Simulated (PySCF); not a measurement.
# Computed records: BGe3H9

Calculation on a computer-drawn molecule: optimised geometry and harmonic frequencies of an isolated molecule of the commonest isotopes, restricted reference for singlets and unrestricted otherwise, frozen core in MP2; on germanium a core potential holds 10 electrons, which the energies leave out, and 3d is frozen in MP2 and coupled-cluster steps. Program: PySCF 2.14.0.

```yaml
- formula: BGe3H9
  start_structure:
    atoms_angstrom:
      - [Ge, 2.2264, -0.7856, 1.1655]
      - [B, 1.1287, -0.1113, -0.2592]
      - [Ge, 1.7288, 1.4884, -1.3334]
      - [Ge, -0.466, -1.1592, -0.7929]
      - [H, 3.3671, 0.0605, 1.62]
      - [H, 1.4778, -1.0433, 2.5092]
      - [H, 2.8671, -2.1484, 0.884]
      - [H, 0.6022, 2.2352, -2.0255]
      - [H, 2.3911, 2.5946, -0.5379]
      - [H, 2.5434, 1.2046, -2.4681]
      - [H, -1.5457, -0.3666, -1.6888]
      - [H, -1.3156, -1.6785, 0.3562]
      - [H, -0.1987, -2.2495, -1.6454]
  given:
    charge: 0
    multiplicity: 1
    method: HF
    basis: cc-pVDZ
    basis_and_core_potential_on_germanium: "cc-pVDZ-PP ECP10MDF"
    drawn_bonds_atom: [1, 2, 2, 1, 1, 1, 3, 3, 3, 4, 4, 4]
    drawn_bonds_other_atom: [2, 3, 4, 5, 6, 7, 8, 9, 10, 11, 12, 13]
    drawn_bonds_order: [1, 1, 1, 1, 1, 1, 1, 1, 1, 1, 1, 1]
  results:
    optimised_atom_element: [Ge, B, Ge, Ge, H, H, H, H, H, H, H, H, H]
    "optimised_atom_x [angstrom]": [2.296, 1.139, 1.752, -0.6309, 3.563, 1.449, 2.719, 0.7847, 1.904, 3.125, -1.811, -0.9314, -0.5515]
    "optimised_atom_y [angstrom]": [-0.7901, -0.1505, 1.496, -1.158, 0.04591, -0.7323, -2.25, 1.861, 2.722, 1.195, -0.1785, -2.358, -1.662]
    "optimised_atom_z [angstrom]": [1.299, -0.3241, -1.462, -0.8096, 1.526, 2.58, 1.078, -2.597, -0.5496, -2.083, -0.7138, 0.09858, -2.259]
    "modes_frequency [cm^-1]": [22.99, 23.02, 69.17, 86.71, 86.79, 205.3, 214.1, 453.7, 453.7, 519.2, 521.1, 521.2, 656.7, 796.7, 796.7, 884.5, 884.5, 927.4, 956.6, 961.5, 961.5, 967.5, 967.5, 978.2, 2189, 2192, 2192, 2198, 2198, 2198, 2210, 2210, 2221]
    "modes_reduced_mass [dalton]": [1.024, 1.024, 1.044, 8.285, 8.027, 1.899, 20.77, 1.053, 1.053, 1.055, 1.308, 1.308, 1.737, 4.185, 4.186, 1.037, 1.037, 1.035, 1.021, 1.029, 1.029, 1.019, 1.019, 1.023, 1.023, 1.023, 1.023, 1.023, 1.022, 1.023, 1.013, 1.013, 1.012]
    "rotational_constants [GHz]": [0.9508, 0.9507, 0.4839]
    "total_energy [hartree]": -909.9997
    "convergence_status_largest_gradient_component [hartree/bohr]": 7.169e-06
```
